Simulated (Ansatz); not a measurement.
Reaction (redistribution): `[SiH3][O][Zn][Cl]` + `CN(C)[Si]Cl` → `C[N](C)[Zn][O][SiH3]` + `Cl[Si]Cl`

Isolated molecules relaxed with PBE0-D4/def2-TZVP in Ansatz; ΔE leaves out vibrations. CCSD(T)/CBS is the MP2 limit (def2-TZVPP, def2-QZVPP) plus CCSD(T) − MP2 in def2-TZVPP, frozen cores. This one scheme is used for every species. For Zn outer-core shells are correlated without core-valence functions, which leaves a few kJ/mol of doubt a bond. Scalar relativity is left out up to krypton. Each species was taken in one conformer, which may not be the lowest.

`[SiH3][O][Zn][Cl]`:

```xyz
7

Si   -0.677   -0.356    0.943
O     0.475   -0.438   -0.201
Zn    1.207    0.424   -1.541
Cl    2.130    1.377   -3.140
H    -2.032   -0.210    0.339
H    -0.458    0.806    1.851
H    -0.647   -1.604    1.750
```

`CN(C)[Si]Cl`:

Cartesian coordinates in Å:
```
C -0.601 1.207 -0.455
N -0.028 -0.120 -0.333
C 0.408 -0.418 1.011
Si 0.016 -1.047 -1.770
Cl 0.904 -2.837 -1.094
H 0.129 1.976 -0.179
H -0.917 1.390 -1.486
H -1.476 1.317 0.196
H 0.837 -1.416 1.062
H 1.162 0.308 1.339
H -0.435 -0.360 1.710
```

`C[N](C)[Zn][O][SiH3]`:

Cartesian coordinates in Å:
```
C -0.005 0.080 2.386
N -0.408 -0.475 1.122
C -0.732 -1.874 1.211
Zn -0.249 0.401 -0.438
O -0.205 1.305 -1.949
Si 0.718 1.591 -3.250
H 0.220 1.147 2.303
H -0.800 -0.026 3.140
H 0.892 -0.414 2.794
H 0.122 -2.481 1.552
H -1.554 -2.048 1.924
H -1.053 -2.274 0.247
H 2.172 1.427 -2.951
H 0.500 2.984 -3.728
H 0.382 0.658 -4.364
```

`Cl[Si]Cl`:

Cartesian coordinates in Å:
```
Cl 1.331 -0.835 -0.551
Si -0.602 -0.080 -0.634
Cl -0.729 0.915 1.185
```

| species | CCSD(T)/CBS(def2) energy (Eh) |
| --- | --- |
| `[SiH3][O][Zn][Cl]` | -2604.33020 |
| `CN(C)[Si]Cl` | -883.31525 |
| `C[N](C)[Zn][O][SiH3]` | -2278.90366 |
| `Cl[Si]Cl` | -1208.69388 |

Question: Work out ΔE.

Answer: ΔE = (-2278.90366) + (-1208.69388) − (-2604.33020) − (-883.31525) = 0.04791 Eh = +125.8 kJ/mol.

Largest T1 diagnostic among the species: 0.015.

At CCSD(T), def2-SVP lies −3.3 kJ/mol from the extrapolated value and def2-TZVPP −4.5 kJ/mol. The D4 term adds +3.9 kJ/mol with B3LYP and +2.1 kJ/mol with PBE0; it sums over pairs of atoms, weighted by their polarisabilities, and B3LYP, whose exchange is more repulsive, gets the larger term. From r2SCAN to r2SCAN0 (25 % exact exchange), in def2-TZVPP and without D4, ΔE moves by +7.1 kJ/mol.

B3LYP here is the variant with VWN-RPA as its local correlation; programs differ in this.
